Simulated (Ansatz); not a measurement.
`CC(Cl)BCl`. Total charge 0; spin multiplicity 1.

Cartesian coordinates in Å:
```
C 1.116 -0.563 0.345
C 0.097 0.225 -0.433
Cl -0.712 -0.824 -1.691
B -1.277 0.548 0.237
Cl -2.123 2.031 -0.130
H 1.909 -0.941 -0.302
H 0.653 -1.405 0.862
H 1.571 0.091 1.095
H 0.540 1.048 -0.992
H -1.773 -0.210 1.009
```

Question: What are the harmonic wavenumbers in cm⁻¹ at PBE0-D4/def2-TZVP (Ansatz, finite differences of forces, unscaled)? (An estimate is asked.)

Answer: Ansatz gave: 80, 203, 230, 261, 273, 393, 636, 790, 810, 922, 1006, 1059, 1100, 1121, 1230, 1355, 1403, 1475, 1487, 2667, 3050, 3122, 3127, 3148.

Question: Is this a minimum?

Answer: Yes, all 24 modes are real.

Question: Give the ideal-gas thermochemistry at 298.15 K and 1 bar (rigid rotor, harmonic oscillator; point group C1, symmetry number 1).

Answer: Zero-point energy 185.1 kJ/mol; H(298) − E = 204.5 kJ/mol; entropy 339.6 J/(mol·K), of which translation 167.6, rotation 115.9, vibration 56.1; G(298) − E = 103.2 kJ/mol. Modes under 100 cm⁻¹ are hindered rotations or soft bends, so the harmonic entropy is rough.

Question: And at 400, 500, 600, 800 and 1000 K?

Answer: 
```tsv
T (K)	H − E (kJ/mol)	S (J/mol/K)	G − E (kJ/mol)
400	215.3	370.7	67.0
500	227.7	398.3	28.6
600	241.6	423.6	-12.6
800	272.9	468.5	-101.9
1000	307.6	507.1	-199.5
```
